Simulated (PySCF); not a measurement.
B₂HO₂, Al₂H₃O₂, BH₇Si₂, ClH₄N₂Si and others (calculated)

All values are calculated (PySCF 2.14.0). Calculation on a computer-drawn molecule: the log of a Hartree-Fock and frozen-core CCSD(T) single point meant for a local Hartree-Fock minimum, with one planted fault or none, to be diagnosed. Offsets are logged minus clean, where the clean run is the same molecule without the fault. The reference is restricted for singlets and unrestricted otherwise, and also for a bond in bohr or an excited solution. Adding or removing an electron swaps singlet and doublet. The excited solution moves the top pair (singlet) or top alpha electron (doublet) to the lowest empty orbital. Highest occupied and lowest empty are orbital energies over both spins, largest force is the largest gradient component, triples share is (T) over the correlation energy, the T1 limit is 0.02 restricted and 0.045 unrestricted, electrons count all cores, a negative frequency is imaginary (commonest isotopes), and the dipole is about the centre of nuclear charge.

Common to all runs: logged SCF converged yes; logged CC converged yes; logged SCF stable within its kind yes; possible faults no fault, one electron removed, one electron added, multiplicity raised by two, geometry at a saddle point, SCF held on an excited solution, minimal basis STO-3G, one bond length entered in bohr, all coordinates scaled.

(1) B₂HO₂

Logged structure:
```xyz
5
B2HO2
B     -0.0083     0.7150    -0.3661
O     -0.8083    -0.3478    -0.6498
B     -1.8498    -0.4771    -1.4484
O     -2.7939    -0.6419    -2.1563
H      0.8981     0.6034     0.4060
```

- meant charge: 0
- meant multiplicity: 2
- meant basis: cc-pVDZ
- logged electrons: 27
- logged basis functions: 61
- logged spin squared: 0.753
- logged highest occupied: -10.271 eV
- logged lowest empty: 1.789 eV
- logged largest force: 1.736e-05 hartree/bohr
- logged lowest frequency: 183.64 cm⁻¹
- logged T1 diagnostic: 0.019304
- logged D1 diagnostic: 0.045959
- logged triples share: 0.029298
- logged dipole magnitude: 3.2472 debye
- logged energy HF: -199.75222 hartree
- logged energy CCSD(T): -200.27419 hartree
- planted fault: no fault
- HF energy offset from clean run: 0 kcal/mol
- CCSD(T) energy offset from clean run: 0 kcal/mol

Drawn bonds:
| atom | other atom | order |
| --- | --- | --- |
| 1 | 2 | 1 |
| 2 | 3 | 1 |
| 3 | 4 | 2 |
| 1 | 5 | 1 |

(2) Al₂H₃O₂

Logged structure:
```xyz
7
Al2H3O2
O      1.1208    -1.9474     2.3374
Al     0.7945    -1.3141     0.7536
O     -0.8239    -1.0392     0.2074
Al    -2.4048    -0.7191    -0.4345
H      0.4975    -2.2050     3.0349
H      2.0633    -0.9876    -0.1841
H     -3.1813    -1.9447    -1.2112
```

* meant charge: 0
* meant multiplicity: 2
* meant basis: cc-pV(D+d)Z
* logged electrons: 45
* logged basis functions: 89
* logged spin squared: 0.7579
* logged highest occupied: -8.308 eV
* logged lowest empty: 1.1428 eV
* logged largest force: 0.023605 hartree/bohr
* logged T1 diagnostic: 0.018621
* logged D1 diagnostic: 0.053623
* logged triples share: 0.02241
* logged dipole magnitude: 1.6852 debye
* logged energy HF: -635.45448 hartree
* logged energy CCSD(T): -635.97428 hartree
* planted fault: all coordinates scaled, by +3.0 %
* HF energy offset from clean run: 3.816 kcal/mol
* CCSD(T) energy offset from clean run: 0.6655 kcal/mol

Drawn bonds:
| atom | other atom | order |
| --- | --- | --- |
| 1 | 2 | 1 |
| 2 | 3 | 1 |
| 3 | 4 | 1 |
| 1 | 5 | 1 |
| 2 | 6 | 1 |
| 4 | 7 | 1 |

(3) BH₇Si₂

Logged structure:
```xyz
10
BH7Si2
B      0.4174    -1.7911     0.8118
Si     0.6096    -0.5099    -0.7571
Si     2.4843     0.8991    -0.3707
H      0.9775    -2.8521     0.8202
H     -0.2174    -1.4880     1.7838
H      0.8335    -1.2259    -2.0402
H     -0.5874     0.3569    -0.9166
H      2.3084     1.6612     0.8901
H      2.6426     1.8603    -1.4885
H      3.7240     0.0917    -0.2590
```

* meant charge: 0
* meant multiplicity: 1
* meant basis: cc-pV(D+d)Z
* logged electrons: 40
* logged basis functions: 30
* logged spin squared: 0
* logged highest occupied: -8.2 eV
* logged lowest empty: 6.2277 eV
* logged largest force: 0.027767 hartree/bohr
* logged T1 diagnostic: 0.006086
* logged D1 diagnostic: 0.021865
* logged triples share: 0.0085211
* logged dipole magnitude: 0.19979 debye
* logged energy HF: -599.62595 hartree
* logged energy CCSD(T): -599.79166 hartree
* planted fault: minimal basis STO-3G
* HF energy offset from clean run: 4370 kcal/mol
* CCSD(T) energy offset from clean run: 4495 kcal/mol

Drawn bonds:
| atom | other atom | order |
| --- | --- | --- |
| 1 | 2 | 1 |
| 2 | 3 | 1 |
| 1 | 4 | 1 |
| 1 | 5 | 1 |
| 2 | 6 | 1 |
| 2 | 7 | 1 |
| 3 | 8 | 1 |
| 3 | 9 | 1 |
| 3 | 10 | 1 |

(4) ClH₄N₂Si

Logged structure:
```xyz
8
ClH4N2Si
N     -1.3413    -3.4816     1.7674
Si    -1.7480    -1.9030     1.7741
N     -0.6654    -0.7230     2.0791
Cl    -3.6115    -1.4043     1.4009
H     -2.0059    -4.2131     1.5799
H     -0.4161    -3.8327     1.9467
H     -0.9116     0.2523     2.0840
H      0.3072    -0.8802     2.2806
```

* meant charge: 1
* meant multiplicity: 1
* meant basis: cc-pV(D+d)Z
* logged electrons: 47
* logged basis functions: 94
* logged spin squared: 0.7853
* logged highest occupied: -22.519 eV
* logged lowest empty: -13.735 eV
* logged largest force: 0.14618 hartree/bohr
* logged T1 diagnostic: 0.058935
* logged D1 diagnostic: 0.39058
* logged triples share: 0.031201
* logged dipole magnitude: 8.4999 debye
* logged energy HF: -858.97901 hartree
* logged energy CCSD(T): -859.56153 hartree
* planted fault: one electron removed
* HF energy offset from clean run: 356.8 kcal/mol
* CCSD(T) energy offset from clean run: 371.8 kcal/mol

Drawn bonds:
| atom | other atom | order |
| --- | --- | --- |
| 1 | 2 | 1 |
| 2 | 3 | 1 |
| 2 | 4 | 1 |
| 1 | 5 | 1 |
| 1 | 6 | 1 |
| 3 | 7 | 1 |
| 3 | 8 | 1 |

Notes: T1 above single-reference limit.

(5) AlBH₄N₂

Logged structure:
```xyz
8
AlBH4N2
N     -0.5730    -0.7496     2.3831
B     -0.6548     0.2036     1.6053
Al    -0.7917     1.8378     0.2687
N     -2.0935     3.0014     0.4983
H     -0.5046    -1.5129     3.0030
H      0.2177     2.0599    -0.9216
H     -2.2508     3.8093    -0.0752
H     -2.7907     2.9610     1.2184
```

* meant charge: 0
* meant multiplicity: 1
* meant basis: cc-pV(D+d)Z
* logged electrons: 35
* logged basis functions: 85
* logged spin squared: 0.7576
* logged highest occupied: -15.069 eV
* logged lowest empty: -6.9002 eV
* logged largest force: 0.079333 hartree/bohr
* logged T1 diagnostic: 0.019934
* logged D1 diagnostic: 0.082645
* logged triples share: 0.031684
* logged dipole magnitude: 8.0478 debye
* logged energy HF: -377.57218 hartree
* logged energy CCSD(T): -378.05847 hartree
* planted fault: one electron removed
* HF energy offset from clean run: 196.9 kcal/mol
* CCSD(T) energy offset from clean run: 223.1 kcal/mol

Drawn bonds:
| atom | other atom | order |
| --- | --- | --- |
| 1 | 2 | 2 |
| 2 | 3 | 1 |
| 3 | 4 | 1 |
| 1 | 5 | 1 |
| 3 | 6 | 1 |
| 4 | 7 | 1 |
| 4 | 8 | 1 |
